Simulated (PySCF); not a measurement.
# Molecular orbitals of BaF

PBE at R = 2.151 Å; PySCF, spin-free X2C with a Gaussian nucleus, basis sets Ba x2c-TZVPPall, F x2c-TZVPPall. State: ²Σ⁺ (doublet), unpaired electrons σ ↑. Only the outer orbitals are listed, counted within each symmetry.

```tsv
spin	orbital	occ.	ε (eV)	on Ba (%)	main shells (%)
α	12σ	1	-26.55	7	92 F s
α	6π	1	-17.76	100	100 Ba p
α	6π	1	-17.76	100	100 Ba p
α	13σ	1	-17.30	92	91 Ba p
α	7π	1	-7.85	7	93 F p
α	7π	1	-7.85	7	93 F p
α	14σ	1	-7.71	15	84 F p
α	15σ	1	-2.94	100	88 Ba s
α	3δ	0	-1.64	100	100 Ba d
α	3δ	0	-1.64	100	100 Ba d
α	8π	0	-1.47	99	63 Ba p, 36 Ba d
β	12σ	1	-26.55	7	92 F s
β	6π	1	-17.65	100	100 Ba p
β	6π	1	-17.65	100	100 Ba p
β	13σ	1	-17.22	92	91 Ba p
β	7π	1	-7.85	7	93 F p
β	7π	1	-7.85	7	93 F p
β	14σ	1	-7.70	15	85 F p
β	15σ	0	-2.16	100	91 Ba s
β	3δ	0	-1.10	100	100 Ba d
β	3δ	0	-1.09	100	100 Ba d
```

**Question.** Which are the highest filled and the lowest empty level, where do they sit, and how wide is the gap?

**Answer.** Highest filled α 15σ at -2.94 eV (in %: 88 Ba s); lowest empty β 15σ at -2.16 eV (in %: 91 Ba s); the gap at PBE is 0.78 eV.

The bond order (Mayer) is 0.88 and the ⟨S²⟩ is 0.750. The charge on Ba (Mulliken, basis-dependent) is 0.49. The charge on Ba (Löwdin, basis-dependent) is 0.29 and the dipole moment (positive dipole means Ba(−)F(+)) is -2.95 D.

Spin–orbit coupling is left out. The state is the lowest determinant that a PBE0 search found; another state may lie lower at other levels.
